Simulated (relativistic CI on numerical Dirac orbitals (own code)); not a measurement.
**What each ingredient does to the levels of P¹²⁺**

Base calculation: Dirac-Coulomb-Breit CI, orbitals from a KLI potential per configuration, model QED (radiative potential, 1s self-energy scaled to tabulated hydrogen-like ionisation energies), unscaled Slater integrals.

Configuration list (outside the closed core 1s2): 2s, 2p, 3s, 3p, 3d, 4s, 4p, 4d, 4f, 5s, 5p, 5d, 5f, 5g, 6s, 6p, 6d. Levels of other configurations are missing.

Variants: (1) configuration mixing switched off. Shifts of the energy above 2s 2S_1/2, in eV, for the lowest level and the first level of each name with at least 55 % of one term (blank where a level changes its place among those of its configuration and J or its character, or is not in the variant):

```tsv
Level	Base	Δ(1)
2s 2S_1/2	0.000	0.000
2p 2P°_1/2	25.944	0.000
2p 2P°_3/2	27.328	0.000
3s 2S_1/2	345.668	0.000
3p 2P°_1/2	352.826	0.000
3p 2P°_3/2	353.232	0.000
3d 2D_3/2	355.800	0.000
3d 2D_5/2	355.928	0.000
4s 2S_1/2	463.526	0.000
4p 2P°_1/2	466.467	0.000
4p 2P°_3/2	466.638	0.000
4d 2D_3/2	467.704	0.000
4d 2D_5/2	467.758	0.000
4f 2F°_5/2	467.807	0.000
```

At this charge energies of transitions that change n are usually good to better than 1 %, and those within a shell (Δn = 0) to a few per cent.

Ionisation energy from the two ground configurations alone: base 611.562 eV. The NIST ASD value (theoretical) is 611.741 eV.
